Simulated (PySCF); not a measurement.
SMILES OB(O)[SiH2]S, PBE/def2-SVP optimised geometry.

```
10

O      1.54    -0.65     0.00
B      0.18    -0.65     0.00
O     -0.52    -1.82     0.02
Si    -0.76     1.17     0.00
S      0.88     2.59    -0.40
H      1.88     0.28    -0.02
H      0.08    -2.59     0.04
H     -1.26     1.59     1.35
H     -1.88     1.37    -0.99
H      1.01     2.23    -1.71
```

Density from PBE/def2-TZVP in PySCF at that geometry.

Minimum of the electron density along straight lines between bonded atoms, close to the bond critical point (lines longer than 1.1 times the sum of covalent radii, or with two minima, are not listed):

```json
[
 {"bond": "O1–B2", "length / Å": "1.368", "ρ at the minimum / e bohr⁻³": "0.208", "∇²ρ there / e bohr⁻⁵": "0.88", "position (fraction from the first atom)": "0.67"},
 {"bond": "B2–O3", "length / Å": "1.365", "ρ at the minimum / e bohr⁻³": "0.209", "∇²ρ there / e bohr⁻⁵": "0.86", "position (fraction from the first atom)": "0.33"},
 {"bond": "B2–Si4", "length / Å": "2.042", "ρ at the minimum / e bohr⁻³": "0.110", "∇²ρ there / e bohr⁻⁵": "-0.11", "position (fraction from the first atom)": "0.61"},
 {"bond": "Si4–S5", "length / Å": "2.206", "ρ at the minimum / e bohr⁻³": "0.088", "∇²ρ there / e bohr⁻⁵": "0.05", "position (fraction from the first atom)": "0.36"},
 {"bond": "O1–H6", "length / Å": "0.985", "ρ at the minimum / e bohr⁻³": "0.335", "∇²ρ there / e bohr⁻⁵": "-2.17", "position (fraction from the first atom)": "0.80"},
 {"bond": "O3–H7", "length / Å": "0.979", "ρ at the minimum / e bohr⁻³": "0.343", "∇²ρ there / e bohr⁻⁵": "-2.21", "position (fraction from the first atom)": "0.80"},
 {"bond": "Si4–H8", "length / Å": "1.506", "ρ at the minimum / e bohr⁻³": "0.117", "∇²ρ there / e bohr⁻⁵": "0.12", "position (fraction from the first atom)": "0.49"},
 {"bond": "Si4–H9", "length / Å": "1.507", "ρ at the minimum / e bohr⁻³": "0.117", "∇²ρ there / e bohr⁻⁵": "0.11", "position (fraction from the first atom)": "0.49"},
 {"bond": "S5–H10", "length / Å": "1.364", "ρ at the minimum / e bohr⁻³": "0.203", "∇²ρ there / e bohr⁻⁵": "-0.53", "position (fraction from the first atom)": "0.65"}
]
```
